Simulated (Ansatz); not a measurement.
`N[CH2][GeH3]` → `[GeH2]` + CH₃NH₂ at 298.15 K and 1 bar (germylene formation by 1,1-elimination).

Program: Ansatz. Geometries: PBE0-D4/def2-TZVP. ΔE: electronic, gas phase. CCSD(T)/CBS adds triple-zeta CCSD(T) − MP2 to the extrapolated MP2 energy (def2 sets, frozen cores). For Ge outer-core shells are correlated without core-valence functions, which leaves a few kJ/mol of doubt a bond. Scalar relativity is left out up to krypton. One conformer a species, not always the lowest.

```csv
species,CCSD(T)/CBS energy (Eh),H − E (kJ/mol),S (J/(mol·K))
`N[CH2][GeH3]`,-2173.05667,220.9,308.3
`[GeH2]`,-2077.24753,38.7,220.4
CH₃NH₂,-95.75281,180.0,240.4
```

H − E and S are ideal-gas, rigid-rotor, harmonic terms from PBE0-D4/def2-TZVP, for one conformer and one mirror image of each species. 1 Eh = 2625.50 kJ/mol, R = 8.31446 J/(mol·K).

Question: By hand: ΔE, ΔH, ΔS and ΔG.

Answer: ΔE = (-2077.24753) + (-95.75281) − (-2173.05667) = 0.05633 Eh = 147.9 kJ/mol. Δ(H − E) = 38.7 + 180.0 − 220.9 = -2.2, so ΔH = 145.7 kJ/mol. ΔS = 220.4 + 240.4 − 308.3 = 152.5 J/(mol·K). ΔG = 145.7 − 298.15 × (152.5)/1000 = 100.2 kJ/mol.

Question: By hand: the equilibrium constant, and the temperature at which ΔG would vanish if ΔH and ΔS stayed fixed.

Answer: log₁₀ K = −ΔG/(RT ln 10) = -17.6. ΔG = 0 at ΔH/ΔS = 955 K.

The number of gas molecules changes by +1, which sets the sign of ΔS. A doubt of 5 kJ/mol in ΔE shifts log₁₀ K by 0.9 here. Other conformers and mirror images would add mixing entropy, several J/(mol·K) or more a flexible species. These are equilibria of isolated gas molecules and say nothing of rates. Largest T1 diagnostic: 0.012 (customary marks: 0.02 for closed shells, 0.045 for open ones).
